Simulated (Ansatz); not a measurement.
The cluster Ag2I⁺ was relaxed with PBE-D4 (def2-TZVP) in Ansatz in these states: charge +1 quintet, charge +1 singlet, charge +1 triplet. The geometries follow in no particular order.

In the def2 sets Ag, I take a core potential; there is no spin–orbit coupling.

A:

```
atom   x (Å)   y (Å)   z (Å)
 Ag1  -1.407   0.032  -1.476
 Ag2   0.939   1.046   1.479
  I3   0.468  -1.078  -0.003
```

B:

```xyz
3

Ag    1.349   -1.671   -0.027
Ag   -0.924    1.575   -1.132
I    -0.425    0.096    1.159
```

C:

```xyz
3

Ag    0.088   -1.672    1.255
Ag    0.213    0.062   -2.080
I    -0.301    1.610    0.825
```

Task: Judge from the bond lengths which geometry belongs to which state (an estimate).

Result: A is the charge +1 singlet (Ag1–I3 2.630 Å, Ag2–I3 2.632 Å); B is the charge +1 triplet (Ag1–I3 2.771 Å, Ag2–I3 2.772 Å); C is the charge +1 quintet (Ag1–I3 3.332 Å, Ag2–I3 3.332 Å).

At PBE-D4/def2-TZVP the gap within one spin of the charge 1 quintet nearly closes, so an electron or hole may be smeared out by delocalisation error. At PBE0-D4/def2-TZVP a singlet lies 3.26 eV below the charge +1 triplet. At PBE0-D4/def2-TZVP a singlet lies 6.97 eV below the charge +1 quintet. These are the stationary points nearest to one start from a short search; other shapes may lie lower in each state.
